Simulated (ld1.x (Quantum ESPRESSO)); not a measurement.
u(r) = r·R(r): atom against pseudo-atom (palladium (Pd))

Columns: radius, all-electron u(r) and pseudo u(r) of the 4d shell (level -20.74 eV) of palladium in the configuration [Ar] 3d10 4s2 4p6 4d8.5 5s0 5p0; PBE, scalar-relativistic, TM semilocal scheme, ld1.x (Quantum ESPRESSO) 7.5.

```tsv
r (bohr)	all-electron	pseudo
0.105	0.2195	-0.0054
0.210	0.4408	-0.0403
0.315	0.3474	-0.1231
0.420	0.0775	-0.2531
0.525	-0.2233	-0.4121
0.630	-0.4817	-0.5726
0.735	-0.6737	-0.7102
0.840	-0.7992	-0.8105
0.945	-0.8682	-0.8704
1.050	-0.8941	-0.8943
1.155	-0.8894	-0.8894
1.260	-0.8641	-0.8641
1.365	-0.8260	-0.8260
1.470	-0.7802	-0.7802
1.575	-0.7306	-0.7306
1.680	-0.6798	-0.6798
1.785	-0.6292	-0.6292
1.890	-0.5802	-0.5802
1.995	-0.5332	-0.5332
2.100	-0.4888	-0.4888
2.205	-0.4471	-0.4471
2.310	-0.4082	-0.4082
2.415	-0.3721	-0.3721
2.520	-0.3388	-0.3388
2.625	-0.3081	-0.3081
2.730	-0.2798	-0.2798
```

Question: How many radial nodes do the two functions have?

Answer: The all-electron 4d function has n − l − 1 = 1; the pseudo-wave has 0, since the states of the same l below it are removed with the core.

Question: At about which radius was the pseudo-wave matched?

Answer: 1.20 bohr. The columns agree to 0.0005 from 1.05 bohr on; several derivatives are matched, so the curves merge somewhat inside the radius.

Question: Is the pseudo-wave norm-conserving?

Answer: Yes: the TM semilocal scheme keeps the norm inside the radius equal to the all-electron one, which fixes the energy derivative of the logarithmic derivative at the level.
